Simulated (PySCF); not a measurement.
Molecular orbitals of MoBr

UHF at R = 2.443 Å; Mo def2-TZVPP with ECP28, Br def2-TZVPP; scalar-relativistic core potentials (PySCF 2.14). State: ⁶Σ⁺ (sextet), unpaired electrons σ ↑, π ↑↑, δ ↑↑. Only the outer orbitals are listed, counted within each symmetry, core potentials removing the inner ones.

```
spin  orbital  occ.  ε (eV)  on Mo (%)            main shells (%)
   α       5π     1  -11.84         64           64 Mo d, 36 Br p
   α       5π     1  -11.84         64           64 Mo d, 36 Br p
   α      10σ     1  -11.72         29           69 Br p, 26 Mo d
   α       2δ     1  -10.65        100                   100 Mo d
   α       2δ     1  -10.65        100                   100 Mo d
   α       6π     1   -9.22         39           61 Br p, 35 Mo d
   α       6π     1   -9.22         39           61 Br p, 35 Mo d
   α      11σ     1   -8.60         89  47 Mo s, 42 Mo d, 11 Br p
   α      12σ     0   -0.25         92  38 Mo s, 35 Mo p, 19 Mo d
   α       7π     0    1.05        101                    99 Mo p
   α       7π     0    1.05        101                    99 Mo p
   β      10σ     1  -11.39          9                    90 Br p
   β       5π     1  -10.33          4                    96 Br p
   β       5π     1  -10.33          4                    96 Br p
   β      11σ     0    0.18        101           77 Mo s, 24 Mo p
   β       6π     0    1.68        102                   100 Mo p
   β       6π     0    1.68        102                   100 Mo p
```

Question: Which are the highest filled and the lowest empty level, where do they sit, and how wide is the gap?

Answer: Highest filled α 11σ at -8.60 eV (in %: 47 Mo s, 42 Mo d, 11 Br p); lowest empty α 12σ at -0.25 eV (in %: 38 Mo s, 35 Mo p, 19 Mo d); the gap at UHF is 8.35 eV.

- bond order (Mayer): 0.87
- ⟨S²⟩: 8.778
- charge on Mo (Mulliken, basis-dependent): 0.53
- charge on Mo (Löwdin, basis-dependent): 0.08
- dipole moment (positive dipole means Mo(−)Br(+)): -6.05 D
- polarisability along the bond: 79.6 bohr³
- polarisability across the bond: 62.6 bohr³

Shares are Mulliken populations and can fall outside 0 to 100 %.

Spin–orbit coupling is left out. With d or f electrons several states lie close, and the lowest PBE0 determinant need not be the measured ground state.
